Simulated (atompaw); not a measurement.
**Which change was made? (Sm, PAW (atompaw))**

| Property | Result |
| --- | --- |
| Element | samarium |
| Generator | atompaw 4.2.0.5 |
| Type | PAW |
| Functional | PBE |
| Relativity | scalar-relativistic |
| Frozen core | [Kr] 4d10 |
| Valence charge | 16 |
| Reference configuration | 4f6 5s2 5p6 5d0.5 6s1.5 6p0 |
| Partial waves | 5s (bound): rc 2.55 bohr; 6s (bound): rc 3.00 bohr; 5p (bound): rc 2.20 bohr; 6p (bound, empty): rc 2.50 bohr; 5d (bound): rc 3.00 bohr; 5d channel at 3 Ry: rc 3.00 bohr; 4f (bound): rc 1.70 bohr; 4f channel at 0.45 Ry: rc 1.70 bohr |
| Local potential | troulliermartins scheme with l = 4 at -0.5 Ry, radius 2.00 bohr |
| Core correction | smooth core density matched at 1.50 bohr |
| Augmentation charge | sinc compensation charge, radius 2.20 bohr; PAW radius 3.00 bohr; waves and projectors: custom polynom gramschmidtortho |

Cutoffs, loose and tight: the cutoffs (Ry, on a coarse ladder) from which the occupation-weighted sum of valence levels, in a spherical-Bessel basis at the reference potential, stays within 10 and 1 mRy of its value at 400 Ry. They see the waves, projectors and local potential, not the compensation charge or the core.

The base gives: outcome: generated; cutoff, loose: 60 Ry; cutoff, tight: 100 Ry; bound ghosts: none.

Problem. After one change the result is: outcome: generated; cutoff, loose: 60 Ry; cutoff, tight: 100 Ry; bound ghosts: s. Which change was it?
A. local potential troulliermartins scheme with l = 4 at -0.5 Ry, radius 1.64 bohr
B. wave 4f (bound): rc 1.70 bohr becomes 4f (bound): rc 1.94 bohr
C. all radii scaled by about 0.85 (s 2.16, p 1.86, d 2.54, f 1.44 bohr); local potential troulliermartins scheme with l = 4 at -0.5 Ry, radius 1.70 bohr; augmentation sinc compensation charge, radius 1.86 bohr; PAW radius 2.54 bohr; waves and projectors: custom polynom gramschmidtortho; core correction smooth core density matched at 1.26 bohr

Solution. A. The others give: wave 4f (bound): rc 1.70 bohr becomes 4f (bound): rc 1.94 bohr → outcome: generated; cutoff, loose: 45 Ry; cutoff, tight: 60 Ry; bound ghosts: none | all radii scaled by about 0.85 (s 2.16, p 1.86, d 2.54, f 1.44 bohr); local potential troulliermartins scheme with l = 4 at -0.5 Ry, radius 1.70 bohr; augmentation sinc compensation charge, radius 1.86 bohr; PAW radius 2.54 bohr; waves and projectors: custom polynom gramschmidtortho; core correction smooth core density matched at 1.26 bohr → outcome: generated; cutoff, loose: 90 Ry; cutoff, tight: 140 Ry; bound ghosts: none.
